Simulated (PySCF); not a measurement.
C4H4, SMILES C1=CC=C1 (B3LYP/def2-SVP optimised geometry):

```
8

C     -0.789    -0.669     0.000
C     -0.788     0.669     0.000
C      0.789     0.669     0.000
C      0.788    -0.669     0.000
H     -1.558    -1.442     0.000
H     -1.557     1.443     0.000
H      1.558     1.442     0.000
H      1.557    -1.443     0.000
```

Computed with B3LYP/def2-TZVP (PySCF 2.14.0).

Question: What are the frontier orbital energies and the dipole moment?

Answer: HOMO-2 -9.74 eV, HOMO-1 -8.75 eV, HOMO -5.37 eV, LUMO -1.85 eV, LUMO+1 1.79 eV; dipole moment 0.00 D.

On the same geometry PySCF with PBE/def2-TZVP gives HOMO-2 -8.76 eV, HOMO-1 -7.59 eV, HOMO -4.56 eV, LUMO -2.66 eV, LUMO+1 1.11 eV; dipole moment 0.00 D.

Meta-Löwdin charges at B3LYP/def2-TZVP: C1 -0.12, C2 -0.12, C3 -0.12, C4 -0.12, H5 0.12, H6 0.12, H7 0.12, H8 0.12.
